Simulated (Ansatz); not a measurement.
Pulling on the Sn1–H4 bond in BrFH2Sn (SMILES [F][SnH2][Br]) (multiplicity 1 held, fragments rigid). Energies count from the point at 1.700 Å.
Geometry at that point (charge 0, multiplicity 1):
```xyz
5

Sn    -0.82087    -0.25419     0.04124
F     -1.53349     1.43641    -0.55475
Br     1.64216     0.04607     0.07036
H     -1.24249    -1.37719    -1.16269
H     -1.38809    -0.45375     1.63083
```

U- levels take the lowest unrestricted solution at each point, which mixes spins at long bonds.

Correlated levels freeze the cores. Filled d and f shells under p-block atoms count as core.

Codes used: Ansatz (a first-principles code). Each number belongs to the level named beside it. In def2 rows elements past Kr take small-core potentials, without spin–orbit coupling.

### Question
Estimate the energy at R = 5.438 Å that U-CCSD(T)/def2-TZVPP returns for this input.

### Answer
319 kJ/mol

### Question
What is the computed energy at R = 5.438 Å (U-r2SCAN/def2-TZVPP)?

### Answer
300 kJ/mol

### Question
Estimate the energy at R = 5.438 Å that U-B3LYP/def2-TZVPP returns for this input.

### Answer
304 kJ/mol

Doubts at one or more of the structures used: a spin-contaminated determinant (U-r2SCAN/def2-TZVPP, U-B3LYP/def2-TZVPP, U-CCSD(T)/def2-TZVPP).
